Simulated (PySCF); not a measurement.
**Assignment exercise: C₆H₁₈Si₄**

Geometry:
| atom | x (Å) | y (Å) | z (Å) |
| --- | --- | --- | --- |
| C1 | -1.386 | 3.076 | 0.829 |
| C2 | -0.875 | 2.278 | -0.116 |
| Si3 | -0.847 | 0.408 | -0.017 |
| C4 | 0.952 | -0.265 | -0.047 |
| C5 | 1.627 | 0.184 | -1.346 |
| C6 | 0.926 | -1.792 | 0.024 |
| C7 | 1.700 | 0.304 | 1.161 |
| Si8 | -2.123 | -0.576 | 1.723 |
| Si9 | -2.855 | -2.213 | 0.181 |
| Si10 | -2.217 | -0.754 | -1.568 |
| H11 | -1.385 | 4.167 | 0.732 |
| H12 | -1.835 | 2.672 | 1.744 |
| H13 | -0.450 | 2.750 | -1.013 |
| H14 | 1.676 | 1.282 | -1.425 |
| H15 | 1.099 | -0.197 | -2.235 |
| H16 | 2.664 | -0.194 | -1.388 |
| H17 | 1.954 | -2.195 | 0.012 |
| H18 | 0.446 | -2.155 | 0.948 |
| H19 | 0.392 | -2.238 | -0.831 |
| H20 | 2.748 | -0.045 | 1.163 |
| H21 | 1.714 | 1.406 | 1.151 |
| H22 | 1.241 | -0.015 | 2.110 |
| H23 | -3.270 | 0.303 | 2.123 |
| H24 | -1.422 | -1.041 | 2.962 |
| H25 | -4.282 | -2.655 | 0.252 |
| H26 | -1.970 | -3.421 | 0.226 |
| H27 | -1.593 | -1.362 | -2.787 |
| H28 | -3.386 | 0.083 | -1.989 |

Averaged over atoms made equivalent by symmetry, fast rotation or ring inversion, one conformer, relativity neglected, no solvent. Shielding tensors at PBE/pcSseg-1 (GIAO); geometry: PBE0-D3(BJ)/def2-SVP; PySCF.

Chemical shifts δ = σref − σ; TMS for $^{13}$C (σ = 180.03 ppm) and $^{1}$H (σ = 31.20 ppm), all at this level.

Question: Assign these signals to the numbered atoms. $^{13}$C{$^{1}$H} NMR (computed): δ 143.2 (CH2), 142.1 (CH), 30.4 (CH3), 24.4 (C).

Answer: 
143.2 → C1, terminal =CH2 carbon: an sp2 carbon of a C=C bond
142.1 → C2, alkene CH: as expected for a trigonal carbon in a double bond
30.4 → C5/C6/C7, methyl carbon: saturated and bonded to C and H only
24.4 → C4, fully substituted sp3 carbon bonded to Si

C1 and C2 lie closer than the usual error of such a calculation, so a measured spectrum could show them in the other order.

Question: Assign these signals to the numbered atoms. $^{1}$H NMR (600 MHz, computed): δ 6.54 (m, 1H), 6.43 (m, 1H), 6.13 (m, 1H), 4.21 (m, 2H), 4.12 (m, 1H), 4.08 (m, 2H), 3.98 (m, 1H), 1.12 (s, 9H).

Answer: 
6.54 → H13, hydrogen on an alkene CH: olefinic region
6.43 → H11, hydrogen on a terminal =CH2 carbon: olefinic region
6.13 → H12, hydrogen on a terminal =CH2 carbon
4.21 → H24/H27, hydrogen on a silicon bonded to 2 Si, in a 4-membered ring
4.12 → H25, hydrogen on a silicon bonded to 2 Si, in a 4-membered ring
4.08 → H23/H28, hydrogen on a silicon bonded to 2 Si, in a 4-membered ring
3.98 → H26, hydrogen on a silicon bonded to 2 Si, in a 4-membered ring
1.12 → H14/H15/H16/H17/H18/H19/H20/H21/H22, hydrogen on a methyl carbon

H13 and H11; H24/H27 and H25; H25 and H23/H28; H23/H28 and H26 lie closer than the usual error of such a calculation, so a measured spectrum could show them in the other order.

Shifts are as computed. Against solution values, carbons near 30 ppm lie about +2 ppm off and those near 130 ppm about +2 ppm. Of 1309 compounds with measured shifts, 239 miss one by over three times the rms of a fit or turn the order of signals round; such compounds aren't used in these exercises. No couplings were computed; multiplicities are counted from neighbouring protons, with m where these are inequivalent, close in shift, in a saturated or five-membered ring or joined by F or P, and br s for small geminal =CH2 splittings.
